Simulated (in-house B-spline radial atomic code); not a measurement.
Successive ionisation energies of chromium; each step leads to the configuration of the next row (after the last: [Ne] 3s2 3p1). Dirac energy differences include first-order Breit, QED and recoil terms. NIST's values go from ground level to ground level; the uncertainty of those that are theory runs from under 0.1 % in few-electron ions to several per cent in heavy many-electron ones. Computed with a radial B-spline atomic code at the basis-set limit: Dirac-Hartree-Fock, average of the configuration, finite nuclei.

```csv
ion,configuration,ionisation energy (eV),tabulated value (eV),tabulated kind,computed minus tabulated (eV),highest orbital,largest mean radius (bohr)
Cr,[Ar] 3d5 4s1,5.63,6.76651,measured,-1.14,4s1/2,3.7938
Cr+,[Ar] 3d5,13.47,16.48631,measured,-3.01,3d5/2,1.3693
Cr2+,[Ar] 3d4,?,?,measured,?,?,?
Cr3+,[Ar] 3d3,46.77,49.16,semi-empirical,-2.39,3d5/2,1.0969
Cr4+,[Ar] 3d2,67.10,69.46,semi-empirical,-2.36,3d5/2,1.0157
Cr5+,[Ar] 3d1,89.53,90.6349,measured,-1.11,3d5/2,0.95134
Cr6+,[Ne] 3s2 3p6,?,?,semi-empirical,?,?,?
Cr7+,[Ne] 3s2 3p5,?,?,semi-empirical,?,?,?
Cr8+,[Ne] 3s2 3p4,211.16,209.5,semi-empirical,1.66,3p3/2,0.83528
Cr9+,[Ne] 3s2 3p3,238.48,244.5,semi-empirical,-6.02,3p3/2,0.81612
Cr10+,[Ne] 3s2 3p2,266.75,270.8,semi-empirical,-4.05,3p3/2,0.79805
```

Task: Fill in the row of Cr2+.

Result: ionisation energy (eV): 28.75; tabulated value (eV): 30.959; computed minus tabulated (eV): -2.20; highest orbital: 3d5/2; largest mean radius (bohr): 1.2061.

Task: Fill in the row of Cr6+.

Result: ionisation energy (eV): 159.43; tabulated value (eV): 160.29; computed minus tabulated (eV): -0.86; highest orbital: 3p3/2; largest mean radius (bohr): 0.87797.

Task: Fill in the row of Cr7+.

Result: ionisation energy (eV): 184.80; tabulated value (eV): 184.76; computed minus tabulated (eV): 0.04; highest orbital: 3p3/2; largest mean radius (bohr): 0.85569.

Task: Where is the largest jump?

Result: From Cr to Cr+, by a factor of 2.39 (5.6301 to 13.471 eV); the highest orbital goes from 4s1/2 to 3d5/2.

Where a p, d or f electron is removed, the computed value is a mean over both j, so it misses the tabulated one by a part of the spin-orbit splitting; averaging over terms and missing correlation add to the gap, relatively most at low charge.
